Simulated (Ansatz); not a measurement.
Basis-set extrapolation for C2H8BClSi (`CC([SiH3])BCl`) (PBE0-D4/def2-TZVP geometry, frozen core, the Gaussian-basis code of Ansatz). Multiplicity 1, RHF reference.

```csv
,def2-TZVPP,def2-QZVPP
HF,-853.610869,-853.637392
MP2 correlation,-0.771123,-0.827713
CCSD(T) correlation,-0.871613,not run
```

Energies in hartree. Use E(X) = E(∞) + A·exp(−7.88·√X) for Hartree–Fock and E(X) = E(∞) + B·X^(−2.97) for correlation, with X = 3 and 4, and add CCSD(T) minus MP2 of the smaller set to the MP2 limit.

**Question.** What is the CCSD(T) energy at the basis-set limit?

**Answer.** HF limit: -853.637392 + (-0.026523) × 0.13774 = -853.64105. MP2 limit: -0.827713 + (-0.056590) × 0.74074 = -0.86963. Higher-order term: -0.871613 − (-0.771123) = -0.10049. Total: -854.61117 hartree, 80.8 kcal/mol below CCSD(T)/def2-TZVPP.
